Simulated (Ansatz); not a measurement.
Total energies of ClH3NOSi, SMILES `N[Si](O)Cl` radical.

Cartesian coordinates in Å:
```
N -0.144 0.949 -0.740
Si -0.215 -0.109 0.591
O -0.044 -1.610 -0.055
Cl 1.340 0.426 1.856
H 0.021 1.933 -0.605
H -0.689 0.757 -1.566
H -0.269 -2.346 0.518
```

Total charge 0; spin multiplicity 2. The geometry is a stationary point of PBE0-D4/def2-TZVP. It is one conformer, not always the lowest. Basis def2-TZVPP, the Gaussian-basis code of Ansatz.

RPA on PBE orbitals: Hartree–Fock energy of these orbitals -879.62904 Eh, correlation -1.18740 Eh (frozen core).

| functional | energy without D4 (Eh) | D4 term (kJ/mol) |
| --- | --- | --- |
| LDA (SPW92) | -878.01433 | – |
| revPBE | -881.45988 | -45.6 |
| BLYP | -881.61531 | -34.3 |
| r2SCAN | -881.53186 | -3.5 |
| B97M-V | -881.42136 | – |
| r2SCANh | -881.52094 | -3.8 |
| HSE06 (plane-wave form) | -881.21394 | -12.1 |
| BHLYP | -881.58185 | -20.0 |
| CAM-B3LYP | -881.62394 | -13.2 |
| LC-ωPBE | -881.35518 | – |
| ωB97X-V | -881.48684 | – |
| ωB97M-V | -881.56379 | – |
| B2PLYP | -881.31054 | – |
| PBE-QIDH | -881.04877 | – |

**Question.** Give the same for PBE, PBE0, B3LYP, r2SCAN0. (Estimate.)

**Answer.** Ansatz gave: 
| functional | energy without D4 (Eh) | D4 term (kJ/mol) |
| --- | --- | --- |
| PBE | -881.16774 | -15.5 |
| PBE0 | -881.23410 | -13.0 |
| B3LYP | -881.68483 | -25.3 |
| r2SCAN0 | -881.50550 | -4.2 |

B3LYP takes the VWN-RPA correlation (the form of Gaussian; ORCA's B3LYP/G). HSE06 is the plane-wave form, built on full-range PBE exchange. The double hybrids freeze the cores in their second-order part.

LC-ωPBE has ω = 0.4 bohr⁻¹.
